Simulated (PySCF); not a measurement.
From one molecule to another.

First species: C2H4GeS.
SMILES: `C#[C][GeH2][SH]`

Second species: C3H12GaN.
Bonds: C1–N2, N2–C3, N2–C4, N2–Ga5. Hydrogens: H6, H7, H8 on C1; H9, H10, H11 on C3; H12, H13, H14 on C4; H15, H16, H17 on Ga5.

Levels: CAM-B3LYP/def2-SVPD for dipole moment, HOMO energy, LUMO energy, HOMO–LUMO gap, static isotropic polarisability and electronic spatial extent ⟨r²⟩ about the centre of nuclear charge; TDDFT CAM-B3LYP/def2-SVPD for lowest singlet excitation; TDA CAM-B3LYP/def2-SVPD for lowest triplet excitation (Tamm–Dancoff); ΔSCF CAM-B3LYP/def2-SVPD for vertical ionisation energy; PBE0-D3(BJ)/def2-SVP for rotational constant A and rotational constant C. Geometries: PBE0-D3(BJ)/def2-SVP. Each species is one conformer at its optimised geometry, gas phase, non-relativistic unless stated; the electronic structure was computed with PySCF and density fitting.

The conformers computed, where there is a choice (atom-mapped SMILES and torsion angles):
- `[CH:1]#[C:2][GeH2:3][SH:4]`: H–S4–Ge3–C2 -57°

Problem. Which of the two has the higher static isotropic polarisability, and by how much?

Solution. The second: 80.8 au against 74.1 au, a difference of 6.7 au.

Problem. Which of the two has the higher dipole moment, and by how much?

Solution. The second: 4.68 D against 1.40 D, a difference of 3.28 D.

Problem. Which has the higher LUMO energy?

Solution. The second: 0.79 eV against 0.27 eV, a difference of 0.52 eV.

Problem. Which of the two has the higher rotational constant A, and by how much?

Solution. The first: 6.794 GHz against 4.596 GHz, a difference of 2.198 GHz.

Problem. Which has the higher vertical ionisation energy?

Solution. The second: 9.81 eV against 9.72 eV, a difference of 0.09 eV.

Problem. Which has the higher HOMO energy?

Solution. The first: -8.78 eV against -8.83 eV, a difference of 0.05 eV.

Problem. Which of the two has the higher T1 energy, and by how much?

Solution. The second: 6.36 eV against 4.90 eV, a difference of 1.46 eV.

Problem. Which has the higher HOMO–LUMO gap?

Solution. The second: 9.62 eV against 9.05 eV, a difference of 0.57 eV.

On the first: The ΔSCF ionisation energy exceeds −ε(HOMO) by 0.94 eV with CAM-B3LYP. No computed singlet falls in the visible range (750 to 380 nm, 1.65 to 3.26 eV); S1 lies 2.38 eV above its blue end. The calculation is non-relativistic and has no spin–orbit coupling, an omission that weighs most on germanium.

On the second: The polarisability is 11.97 Å³ as a volume (1 au = 0.148185 Å³), or 1.19 au for each of the 68 electrons. The vertical singlet–triplet gap S1 − T1 is 0.48 eV (TDDFT singlet less Tamm–Dancoff triplet). Relativistic effects, spin–orbit coupling among them, are left out although an element past zinc is present.
